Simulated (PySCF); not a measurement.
Task: Give a GFN2-xTB geometry of `C/N=C\C(C#N)=C(C)C`.

Result: 
```
atom  x, y, z in Å
C1     2.9162    0.7883   -0.0339
N2     2.3473   -0.3008   -0.7604
C3     1.1662   -0.7018   -0.6098
C4     0.1069   -0.2383    0.3155
C5     0.5053    0.1234    1.6207
N6     0.8367    0.3857    2.6888
C7    -1.1970   -0.2134   -0.0361
C8    -1.6451   -0.5839   -1.4148
C9    -2.2702    0.2065    0.9117
H10    2.1887    1.4527    0.4446
H11    3.5323    1.3582   -0.7305
H12    3.5740    0.3785    0.7351
H13    0.8688   -1.5241   -1.2558
H14   -1.4621   -1.6429   -1.6032
H15   -1.1009   -0.0188   -2.1702
H16   -2.7088   -0.3948   -1.5336
H17   -3.0124   -0.5875    1.0007
H18   -2.7813    1.0891    0.5251
H19   -1.8745    0.4333    1.8986
```

Orientation and origin are arbitrary. Atoms count from 1 in this order. The C–N distances run from 1.149 Å (C5≡N6, drawn triple) to 1.427 Å (C1–N2, drawn single), a spread of 0.278 Å. Of the pairs four or more bonds apart, C5···H19 is among the closest relative to their van der Waals radii: 2.42 Å, 83 % of the sum of Bondi's values. The 5 C–C bonds span 1.351 Å (C4=C7, drawn double) to 1.496 Å (C7–C8, drawn single), a spread of 0.145 Å. N2 (imine nitrogen) is bent (angle 123.9°).

Bonds between heavy atoms (Å): C1–N2 1.427, N2=C3 1.256, C3–C4 1.481, C4–C5 1.412, C5≡N6 1.149, C4=C7 1.351, C7–C8 1.496, C7–C9 1.492.

Structure optimised with GFN2-xTB, isolated species.

Point group: C1 (no symmetry element, even within 0.4 Å). No frequency check. The numbers are those of one conformer (N2–C3–C4–C5 -38°).

These are computed values.
